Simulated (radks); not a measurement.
Valence configurations of Hf+ (all share [Xe]). Method: scalar-relativistic Kohn-Sham, PBEsol, spin-polarised, spherical densities, point nucleus; open shells are filled with parallel spins first (spin-orbit coupling, left out, can overturn this in heavy ions); computed with a radial shooting solver on a logarithmic mesh with Libxc functionals. Energies are relative to 4f14 5d1 6s2; eigenvalues in eV for spin up.

valence,E (eV),moment (Bohr magnetons),e(4f),e(5d),e(6p),e(6s)
4f14 5d1 6s2,0.000,1,-26.220,-11.034,-,-12.120
4f14 5d2 6s1,0.195,3,-23.733,-9.926,-,-11.701
4f14 5d1 6s1 6p1,3.894,3,-27.579,-12.406,-8.142,-13.416
4f14 6s2 6p1,4.565,1,-30.375,-,-8.481,-13.895
4f13.5 5d1.5 6s2,8.277,2,-30.483,-11.960,-,-12.488
4f14 5d1 6p2,9.184,3,-28.999,-13.406,-8.775,-
4f13.5 5d1 6s0.5 6p2,17.650,4,-34.573,-15.113,-9.232,-14.924
4f13 5d2 6s2,18.009,3,-34.878,-12.859,-,-12.812
4f13 5d1 6s2 6p1,24.190,3,-39.244,-15.682,-8.806,-14.646
4f12.5 5d1.5 6s2 6p1,36.242,4,-43.869,-16.665,-8.942,-14.964

NIST lists [Xe] 4f14 5d1 6s2 as the ground configuration; this level of theory agrees among the configurations tried. The energies are those of spherical high-spin densities, not of single terms.
